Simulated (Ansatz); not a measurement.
Reaction (atomization): `CC(C)O[SiH]` → 3 C• + 8 H• + O• + Si•

Program: Ansatz. Geometries: PBE0-D4/def2-TZVP. ΔE: electronic, gas phase. CCSD(T)/CBS is the MP2 limit (def2-TZVPP, def2-QZVPP) plus CCSD(T) − MP2 in def2-TZVPP, frozen cores. This one scheme is used for every species, atoms too. Open shells (•) are unrestricted, without spin–orbit coupling. Spin–orbit coupling would lower the free atoms: a little for C, O, Si. Each species was taken in one conformer, which may not be the lowest.

```json
{"species": "`CC(C)O[SiH]`", "CCSD(T)/CBS(def2) energy (Eh)": "-483.21260"}
{"species": "C•", "CCSD(T)/CBS(def2) energy (Eh)": "-37.79194"}
{"species": "H•", "CCSD(T)/CBS(def2) energy (Eh)": "-0.50000"}
{"species": "O•", "CCSD(T)/CBS(def2) energy (Eh)": "-75.00631"}
{"species": "Si•", "CCSD(T)/CBS(def2) energy (Eh)": "-288.94402"}
```

Q: Work out ΔE.

A: ΔE = 8 × (-0.50000) + 3 × (-37.79194) + (-75.00631) + (-288.94402) − (-483.21260) = 1.88645 Eh = +51.33 eV.

Q: What do rigid-rotor, harmonic-oscillator terms from PBE0-D4/def2-TZVP frequencies (298.15 K, 1 bar) make of the CCSD(T)/CBS value? (Best estimate.)

A: Ansatz gave: ΔZPE = -2.88 eV, ΔH = +49.08 eV, ΔS = 1383 J/(mol·K), ΔG = +44.80 eV. Open shells count their whole term as degenerate.

Largest T1 diagnostic among the species: 0.014.

At CCSD(T), def2-SVP lies −2.42 eV from the extrapolated value and def2-TZVPP −1.21 eV: correlation converges slowly with the basis, and small sets miss more of it in the bonded molecule than in its fragments. From PBE to PBE0 (25 % exact exchange), in def2-TZVPP and without D4, ΔE moves by −0.76 eV: exact exchange takes away binding that semilocal exchange gives to molecules.

For atomizations the MP2-based limit and the directly extrapolated one differ by several kJ/mol either way, and by 10 to 25 for some Ge, Se and Sn compounds, so smaller differences from it don't rank the levels.
